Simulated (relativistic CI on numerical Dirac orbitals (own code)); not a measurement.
Calculated at this level of theory: Dirac-Coulomb-Breit CI, KLI orbitals optimised for each configuration, QED by a radiative potential, unscaled Slater integrals (own radial code, finite nucleus).

CI space (outside the closed core 1s2): 2s2 2p5, 2s 2p6, 2p6 3s, 2s2 2p4 3s, 2p6 3p, 2p6 3d, 2s2 2p4 3p, 2s2 2p4 3d, 2s 2p5 3s, 2s 2p5 3p, 2s 2p5 3d, 2s2 2p4 4s, 2s2 2p4 4p, 2s2 2p4 4d, 2s2 2p4 4f, 2s2 2p3 3s2, 2s 2p5 4s, 2s2 2p3 3s 3p, 2s 2p5 4p, 2s2 2p4 5s, 2s2 2p4 5p, 2s2 2p3 3s 3d, 2s 2p5 4d, 2s2 2p3 3p2, 2s2 2p4 5d, 2s 2p5 4f, 2s2 2p4 5f, 2s2 2p4 5g, 2s2 2p3 3p 3d, 2s 2p4 3s2, 2s2 2p3 3d2, 2s 2p4 3s 3p, 2s 2p4 3s 3d, 2s 2p4 3p2, 2s 2p5 5s, 2s 2p4 3p 3d. Levels of other configurations are missing.

At this charge energies of transitions that change n are usually good to better than 1 %, and those within a shell (Δn = 0) to a few per cent.

Outline of the computed level scheme of Ta LXV. Lowest level of each configuration: 2s2 2p5 2P°_3/2 at 0.0 eV; 2s 2p6 2S_1/2 at 1775.6 eV; 2s2 2p4 3s 4P_5/2 at 8217.0 eV; 2s2 2p4 3p 4P°_3/2 at 8350.8 eV; 2s2 2p4 3d 4D_3/2 at 8861.6 eV; 2s 2p5 3s 4P°_5/2 at 9928.3 eV; 2s 2p5 3p 4P_3/2 at 10070.0 eV.

Some strong electric-dipole decays among the lowest 45 levels: 2s2 2p4 3d 2P_3/2 → 2s2 2p5 2P°_3/2 (1.9e+15 s⁻¹); 2s2 2p4 3d 2D_5/2 → 2s2 2p5 2P°_3/2 (1.5e+15 s⁻¹); 2s2 2p4 3d 2D_5/2 → 2s2 2p5 2P°_3/2 (1.0e+15 s⁻¹); 2s2 2p4 3d 2P_1/2 → 2s2 2p5 2P°_3/2 (7.4e+14 s⁻¹); 2s 2p5 3p 2D_5/2 → 2s2 2p5 2P°_3/2 (5.5e+14 s⁻¹); 2s2 2p4 3d 4P_1/2 → 2s2 2p5 2P°_3/2 (3.2e+14 s⁻¹); 2s2 2p4 3s 2P_3/2 → 2s2 2p5 2P°_3/2 (2.2e+14 s⁻¹); 2s 2p5 3p 4P_3/2 → 2s2 2p5 2P°_3/2 (2.0e+14 s⁻¹).

LS names give the leading component of a level, which can be under half, so a name can repeat, a term be missing and a line seem to break the LS rules.
